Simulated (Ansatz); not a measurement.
Species: TaO (charge 0, doublet). The spin state was set by rule; other spins were not relaxed. SMILES: [Ta]=[O]
Geometry from a B3LYP-D3(BJ)/def2-TZVP (Ansatz, a program for electronic structure) optimisation:
```
Ta
O 1 1.6934
```
Charge 0, spin multiplicity 2.

Property: atomisation energy (electronic, to ground-state atoms), in kcal/mol. Cores are frozen in the correlated levels unless marked. UHF or UKS for open shells. No spin-orbit coupling. The frozen core is the preceding noble-gas configuration, with the filled d and f shells of earlier blocks. In def2 rows, elements after Kr have scalar-relativistic effective core potentials. The coupled-cluster limit lacks core correlation, which all-electron functionals hold. CBS marks a two-point X^-3 extrapolation of the correlation energy; Hartree-Fock from the larger set.

The UHF reference is spin-contaminated (<S^2> 0.39 over the pure value in the largest basis). The T1 diagnostic of CCSD in the largest basis is 0.077, which is high, so the coupled-cluster rows are less sure than usual.

| level | program | atomisation energy (kcal/mol) |
|---|---|---|
| SVWN5/def2-TZVPD | Ansatz | 227.1 |
| BLYP-D4/def2-TZVPD | Ansatz + dftd4 | 195.0 |
| BLYP/def2-TZVPD | Ansatz | 193.3 |
| LC-wPBE-D3(BJ)/def2-TZVPD | Ansatz + dftd3 | 180.7 |
| wB97X-V/def2-TZVPD | Ansatz | … |
| CCSD(T)/CBS(def2-TZVPPD,def2-QZVPPD) | Ansatz | … |

Some entries are withheld; supply them.


- wB97X-V/def2-TZVPD, atomisation energy (kcal/mol): 183.0
- CCSD(T)/CBS(def2-TZVPPD,def2-QZVPPD), atomisation energy (kcal/mol): 185.3
